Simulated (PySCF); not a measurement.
Isomers of C6H7N3O, one conformer each; single-point electronic energies without zero-point terms and without any empirical dispersion term.

Level: PBE0/pcSseg-1 in PySCF, non-relativistic, each on one gas-phase PBE0-D3(BJ)/def2-SVP geometry that isn't relaxed in the solvent. The solvent is an IEF-PCM continuum (cavity from Bondi-type radii × 1.2). The model holds no explicit solvent molecules, cavitation or dispersion.

```tsv
isomer	relative energy, gas (kcal/mol)	dipole (D)
`C=Cn1nncc1C(C)=O`	0.0	2.40
`C#CCn1ncc(OC)n1`	40.6	1.51
```

**Question.** How do the relative energies look in chloroform (ε = 4.711)?

**Answer.** 
```tsv
isomer	relative energy, solvent (kcal/mol)	E(solvent) − E(gas) (kcal/mol)	dipole in solvent (D)
`C=Cn1nncc1C(C)=O`	0.0	-6.1	3.03
`C#CCn1ncc(OC)n1`	41.0	-5.7	1.72
```

The order is unchanged. Conformers: `[CH2:1]=[CH:2][n:3]1[n:4][n:5][cH:6][c:7]1[C:8]([CH3:9])=[O:10]` with C1–C2–N3–N4 -1°, C6–C7–C8–C9 0°; `[CH:1]#[C:2][CH2:3][n:4]1[n:5][cH:6][c:7]([O:8][CH3:9])[n:10]1` with C2–C3–N4–N5 -96°, C6–C7–O8–C9 179°. `C=Cn1nncc1C(C)=O` gains most from the continuum, and it has the largest gas-phase dipole. The gains span 0.4 kcal/mol, the gas-phase energies 40.6 kcal/mol.
